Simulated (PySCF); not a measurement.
Job file and geometry (Å, from GFN2-xTB) of an NMR shielding run on `CS[Si@@H]1O[Si@@H](O[SiH3])O[SiH2]1`, CH10O3SSi4, GIAO PBE0/pcSseg-1 NMR shielding, non-relativistic, gas phase (PySCF); density fitting, a coarse starting grid and PySCF grid level 2 are the driver's defaults:

```
$ OMP_NUM_THREADS=1 python probes_run.py task.json out

{"job": {"kind": "nmr", "xc": "PBE0", "basis": "pcSseg-1"}, "charge": 0, "multiplicity": 1}
C     -3.734862    -1.009604    -0.222379
S     -2.980764     0.518507     0.417892
Si    -0.953044    -0.046884     0.071459
O     -0.047188     1.138693     0.735964
Si     1.291096     1.702862     0.001845
O      2.593632     1.069006     0.691330
Si     3.248860    -0.303599     1.271255
O      1.168088     1.129234    -1.516219
Si     0.019420     0.074718    -2.029427
H     -3.362820    -1.860088     0.338978
H     -3.499395    -1.122340    -1.275710
H     -4.806890    -0.918007    -0.088754
H     -0.677708    -1.224399     0.911560
H      1.323021     3.137807     0.039469
H      4.678177    -0.014156     1.206307
H      2.754215    -0.480787     2.635704
H      2.870014    -1.445469     0.432544
H     -0.652870     0.769389    -3.131003
H      0.759214    -1.105631    -2.483112
```

Problem. What does the program print?

Solution. 
```
coarse grid: 18664 points
cycle   1  E = -1824.8574470183  dE =  1.335e+00  |g| = 1.244e+00  |ddm| = 4.228e+00
cycle   2  E = -1824.3806977129  dE =  4.767e-01  |g| = 1.998e+00  |ddm| = 2.649e+00
cycle   3  E = -1825.1276611026  dE = -7.470e-01  |g| = 1.200e-01  |ddm| = 1.921e+00
cycle   4  E = -1825.1302373959  dE = -2.576e-03  |g| = 6.622e-02  |ddm| = 2.082e-01
cycle   5  E = -1825.1311089186  dE = -8.715e-04  |g| = 2.003e-02  |ddm| = 7.396e-02
cycle   6  E = -1825.1311833731  dE = -7.445e-05  |g| = 4.412e-03  |ddm| = 1.841e-02
cycle   7  E = -1825.1311865889  dE = -3.216e-06  |g| = 1.243e-03  |ddm| = 4.965e-03
final grid: 158008 points
cycle   8  E = -1825.2145766387  dE = -1.412e-05  |g| = 1.280e-02  |ddm| = 2.401e-02
cycle   9  E = -1825.2145412157  dE =  3.542e-05  |g| = 1.866e-02  |ddm| = 2.134e-02
cycle  10  E = -1825.2146061370  dE = -6.492e-05  |g| = 8.881e-04  |ddm| = 1.379e-02
cycle  11  E = -1825.2146062892  dE = -1.522e-07  |g| = 2.433e-04  |ddm| = 9.527e-04
cycle  12  E = -1825.2146063026  dE = -1.339e-08  |g| = 6.159e-05  |ddm| = 2.619e-04
cycle  13  E = -1825.2146063034  dE = -7.185e-10  |g| = 2.230e-05  |ddm| = 6.231e-05
converged SCF energy = -1825.2146063034

GIAO shielding tensors (ppm)
atom      isotropic    diamagn.    paramagn.     s11        s22        s33       span
  0 C      179.141     252.673     -73.531    168.316    175.783    193.324     25.008
  1 S      697.425    1060.015    -362.591    602.005    628.464    861.806    259.801
  2 Si     344.791     883.082    -538.291    307.729    337.348    389.295     81.566
  3 O      246.513     403.143    -156.630    191.766    245.678    302.095    110.330
  4 Si     407.791     883.784    -475.993    402.584    403.804    416.986     14.402
  5 O      280.717     401.878    -121.161    251.347    287.965    302.837     51.490
  6 Si     391.880     879.740    -487.860    355.289    363.098    457.253    101.964
  7 O      277.042     402.738    -125.696    205.780    305.167    320.179    114.398
  8 Si     376.441     882.125    -505.684    340.330    341.565    447.427    107.097
  9 H       29.979      30.787      -0.808     24.373     27.855     37.709     13.336
 10 H       30.223      30.794      -0.571     24.072     28.727     37.871     13.799
 11 H       29.680      27.817       1.863     24.007     26.663     38.370     14.363
 12 H       25.678      33.065      -7.387     21.401     25.368     30.263      8.862
 13 H       27.442      29.514      -2.072     23.295     24.348     34.681     11.385
 14 H       26.604      27.667      -1.063     22.749     24.562     32.500      9.752
 15 H       26.488      30.009      -3.521     23.108     24.871     31.485      8.377
 16 H       26.565      31.550      -4.985     22.674     26.470     30.553      7.879
 17 H       26.372      29.978      -3.606     22.655     24.642     31.818      9.163
 18 H       26.306      31.111      -4.805     22.722     25.015     31.183      8.461
```

Problem. Turn these shieldings into chemical shifts. Referencing at the same level of theory: ¹³C (σref 186.93) and ²⁹Si (σref 349.16) and ¹H (σref 31.72) against TMS; ³³S (σref 503.73) vs CS2; H2O for ¹⁷O (σref 336.08).

Solution. Averaging equivalent atoms: C 0: 7.8; S 1: -194; Si 2: 4.4; Si 8: -27.3; Si 6: -42.7; Si 4: -58.6; O 3: 89.6; O 7: 59.0; O 5: 55.4; H 12: 6.04; H 18: 5.41; H 17: 5.35; H 14/15/16: 5.16; H 13: 4.28; H 9/10/11: 1.76 ppm. Experimental scales use liquid or dissolved standards, which lie at an offset from isolated H2O (liquid H2O: subtract about 36 ppm).

Size and cost of the density-fitted run: 238 basis functions, 2.2 min wall time on 1 thread of an Arm Neoverse N1, shared host; peak memory 1.1 GiB.
